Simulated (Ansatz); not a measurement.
Breaking the B1–Cl2 bond in BCl (multiplicity 1 held). Energies count from the point at 1.722 Å.


Restricted levels (R-, RO-) in cc, def2 and unpolarised 6-31G sets keep to the state of the molecule at rest. U- levels take the lowest unrestricted solution at each point, which mixes spins at long bonds. Active spaces are followed from rest. Full CI gives the lowest state of the spin. Curves can end on different states.

Cores are frozen in the correlated methods.

Programs: Ansatz (Gaussian basis) for Hartree–Fock, density functionals and correlated methods. Each number belongs to the level named beside it.

Energies in kcal/mol.

```
R (Å)  U-MP2/6-31G  R-CCSDT/6-31G  R-CCSDT(Q)/6-31G  FIC-MRCISD on CASSCF(10,8)/6-31G  FIC-MRCISD+Q on CASSCF(10,8)/6-31G  FCI/6-31G
-----  -----------  -------------  ----------------  --------------------------------  ----------------------------------  ---------
1.377         79.6           84.0              84.0                              84.0                                84.0       84.0
1.549         19.1           20.7              20.7                              20.7                                20.7       20.7
1.722          0.0            0.0               0.0                               0.0                                 0.0        0.0
1.894         -1.5           -2.6              -2.6                              -2.5                                -2.6       -2.6
2.066          3.9            2.2               2.1                               2.3                                 2.2        2.1
2.324         16.6           14.4              14.2                              14.6                                14.5       14.3
2.582         31.0           28.7              28.2                              29.0                                28.8       28.5
3.013         64.4           51.6              50.7                              52.2                                52.0       51.4
3.443         78.7           69.9              67.9                              71.0                                70.9       69.7
3.960         84.2           83.5              79.3                              84.4                                84.5       83.3
4.648         86.0           89.3              92.1                              89.1                                89.3       89.2
5.509         86.4           90.3             100.9                              89.9                                90.1       90.2
6.886         86.5           90.4             100.0                              90.0                                90.2       90.3
```

Doubts at one or more of the structures used: a spin-contaminated determinant (U-MP2/6-31G); a restricted determinant that unrestricted orbitals would lower (R-CCSDT/6-31G, R-CCSDT(Q)/6-31G); T1 above 0.05 (R-CCSDT/6-31G, R-CCSDT(Q)/6-31G); other coupled-cluster roots lie near (R-CCSDT/6-31G, R-CCSDT(Q)/6-31G).

Ansatz is a program for electronic structure.
